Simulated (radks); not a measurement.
Results of a calculation; reference values are marked as such.
Species: Mn. Configuration: [Ar] 3d5 4s2.

Code: a radial shooting solver on a logarithmic mesh with Libxc functionals. Model: non-relativistic Kohn-Sham, exchange-only LDA, spin-polarised, spherical densities, point nucleus; open shells are filled with parallel spins first.

Energy parts (hartree):
| part | energy |
|---|---|
| total | -1146.58306 |
| kinetic | 1146.58306 |
| electron-nucleus | -2730.50376 |
| Hartree | 484.85953 |
| exchange | -47.52188 |

Orbitals (lengths in bohr, moments of r in powers of bohr; <r^-3> diverges for s and p1/2; r(max) is where P^2 peaks):
\begin{tabular}{lrrrrrr}
orbital & occ. & eigenvalue (hartree) & r(max) & <r^4> & <r> & <r^-3> \\ \hline
1s up & 1 & -233.5752 & 0.04061 & 0.00006641 & 0.06167 & - \\
1s down & 1 & -233.5748 & 0.04061 & 0.00006640 & 0.06167 & - \\
2s up & 1 & -26.80836 & 0.2359 & 0.01569 & 0.2835 & - \\
2s down & 1 & -26.71733 & 0.2356 & 0.01554 & 0.2829 & - \\
2p up & 3 & -22.99606 & 0.1896 & 0.01182 & 0.2489 & 402.8 \\
2p down & 3 & -22.92678 & 0.1893 & 0.01167 & 0.2483 & 404.5 \\
3s up & 1 & -3.09296 & 0.7439 & 1.201 & 0.8619 & - \\
3s down & 1 & -2.88311 & 0.7446 & 1.227 & 0.8651 & - \\
3p up & 3 & -2.00775 & 0.7543 & 1.681 & 0.9086 & 49.89 \\
3p down & 3 & -1.80120 & 0.7557 & 1.759 & 0.9149 & 49.09 \\
3d up & 5 & -0.28194 & 0.7539 & 10.19 & 1.191 & 4.135 \\
3d down & 0 & -0.09838 & 0.7673 & 33.05 & 1.393 & 3.635 \\
4s up & 1 & -0.17929 & 2.457 & 196.0 & 3.024 & - \\
4s down & 1 & -0.12800 & 2.744 & 364.9 & 3.479 & - \\
\end{tabular}

The highest occupied level is 4s down at -3.483 eV. The density falls to 0.001 e/bohr^3 at r = 4.61 bohr. Summed over all electrons, <r^2> = 42.60 bohr^2, which gives a Langevin (diamagnetic) susceptibility term of -33.7 x 10^-6 cm^3/mol. Virial ratio -V/T = 2.00000. The spin density at the nucleus is 0.291 e/bohr^3 (1s -0.046, 2s -1.877, 3s 0.696, 4s 1.518), a Fermi contact field of 15.3 T. Spin moment in Bohr magnetons: 5. The electron density at the nucleus is 1.052e+04 e/bohr^3.
